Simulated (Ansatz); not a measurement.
Relaxation of GaH5O2 (8 atoms, charge 0, multiplicity 1), to a largest force component of 0.03 eV/Å in at most 50 steps.

Level of theory: Ansatz, RHF/def2-SVP.

```xyz
8
Properties=species:S:1:pos:R:3:forces:R:3
Ga -0.162 0.474 -0.369 0.00 0.24 0.04
H 0.044 0.062 2.366 0.12 -1.51 0.59
H 1.192 -0.204 -0.710 -0.01 0.00 0.00
O -1.759 -0.212 -0.712 -0.02 -0.01 -0.01
H -1.856 -1.066 -1.100 0.01 0.01 0.00
O -0.227 2.086 0.389 -0.03 -0.02 -0.38
H -1.069 2.506 0.470 0.00 0.00 0.01
H -0.007 0.736 2.140 -0.07 1.30 -0.25
```

**Question.** Where does it end, and by what steps?

**Answer.** It converged. The force dipped under the threshold on the way, but the program's further checks kept it going. After 39 steps the energy has fallen by 0.140 eV; H2 moved furthest, 1.87 Å.

```
step  energy less start (eV)  largest force component (eV/Å)  accepted
   0                  0.0000                           1.513       yes
   2                 -0.0892                           0.441        no
   4                 -0.1188                           0.156       yes
   6                 -0.1246                           0.038       yes
   8                 -0.1260                           0.098       yes
  10                 -0.1269                           0.083       yes
  12                 -0.1251                           0.423        no
  14                 -0.1284                           0.033       yes
  16                 -0.1295                           0.206       yes
  18                 -0.1315                           0.026       yes
  20                 -0.1337                           0.155       yes
  22                 -0.1358                           0.050       yes
  24                 -0.1362                           0.277        no
  26                 -0.1373                           0.153       yes
  28                 -0.1377                           0.057       yes
  30                 -0.1383                           0.049       yes
  32                 -0.1388                           0.062       yes
  34                 -0.1392                           0.057       yes
  36                 -0.1397                           0.053       yes
  38                 -0.1399                           0.008       yes
  39                 -0.1401                           0.025       yes
```

```xyz
8
Properties=species:S:1:pos:R:3
Ga -0.330 0.234 -0.800
H 0.563 1.042 3.875
H 1.011 -0.403 -1.257
O -1.899 -0.032 -1.580
H -1.984 -0.598 -2.330
O -0.400 1.322 0.592
H -1.232 1.700 0.831
H 0.427 1.119 3.143
```

Time of the run: 56 s on 1 thread of Arm Neoverse V1, with other jobs on the host, peak memory 0.16 GiB.
